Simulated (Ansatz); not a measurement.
Coupled-cluster diagnostics for the cluster AlB5, Ansatz.

Geometry of the singlet (PBE0-D4/def2-SVP):

Cartesian coordinates in Å:
```
B 0.648 -0.573 2.749
B -1.105 -0.408 -2.450
B -0.569 0.149 -1.059
B -1.346 1.049 -2.116
B 1.960 -0.109 2.108
Al 0.412 -0.109 0.768
```

Correlated methods freeze 10 core orbitals. The geometry of the singlet was relaxed on an unsound state (restricted singlet, unstable towards broken spin symmetry at other levels and untested here). Another isomer (singlet) lies 4.31 eV lower at PBE0-D4/def2-TZVP; other spin states weren't run for this one.

(1) Estimate the CCSD(T) correlation energy, the shares of MP2 and (T), T1 and the reference's ⟨S²⟩ for: charge 0, singlet, own geometry in def2-TZVPP; and the rough time on 4 threads of Arm Neoverse N1 on a shared host.

Results:

(1) 
| state | basis | correlation (eV) | MP2 share (%) | (T) share (%) | T1 | ⟨S²⟩ (pure) | wall time | remarks |
| --- | --- | --- | --- | --- | --- | --- | --- | --- |
| charge 0, singlet, own geometry | def2-TZVPP | -17.393 | 87.9 | 9.2 | 0.049 | 0.00 (0.00) | 69 s | large T1 (0.049), restricted SCF unstable |
Customary marks for T1 are 0.02 (closed shells), 0.045 (open shells) and about 0.05 (3d metals). T1 exceeds 0.02 in 1 of 1 rows and 0.045 in 1; the higher it lies, the less the single-reference result can be trusted.
